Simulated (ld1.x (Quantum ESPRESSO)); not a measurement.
**indium (In): PAW pseudisation with PBE, scalar-relativistic reference atom.**

In (Z = 49), PAW, made with ld1.x (Quantum ESPRESSO) 7.5 (PBE, scalar-relativistic). Core [Kr], reference 4d10 5s2 5p1. Waves: 5s (bound): rcut 1.85, rcutus 2.55 bohr; 5s channel at 0.4 Ry: rcut 1.85, rcutus 2.55 bohr; 5p (bound): rcut 1.65, rcutus 2.25 bohr; 5p channel at 0.4 Ry: rcut 1.65, rcutus 2.25 bohr; 4d (bound): rcut 1.65, rcutus 1.75 bohr; 4d channel at 3.6 Ry: rcut 1.65, rcutus 1.75 bohr. Local part: all-electron potential smoothed inside 1.80 bohr (lloc = -1). Core correction: Bessel-smoothed model core, default radius (core density twice the valence density). Augmentation charge: PSQ, inside the norm-conserving radii.

* Cutoffs needed: 40 Ry and 60 Ry (the cutoffs (Ry, on a coarse ladder) from which the occupation-weighted sum of valence levels, in a spherical-Bessel basis at the reference potential, stays within 10 and 1 mRy of its value at 400 Ry)
* Ghost test: ghost state, extra bound levels that the all-electron valence spectrum of the same l lacks: s at -6.6 eV; a true bound ghost makes a file unfit for plane-wave use (spherical-Bessel basis up to 400 Ry, 20 bohr box)
* Configuration tests: 1 of 7 tests not solved or not reliable; not counted: 4d10 5s1 5p0 (pseudo-atom not self-consistent, printed error +22.5 eV)
* Lowest eigenvalue of the overlap operator: 0.27 (s channel)
* Density cutoff estimated by the generator: 159 Ry
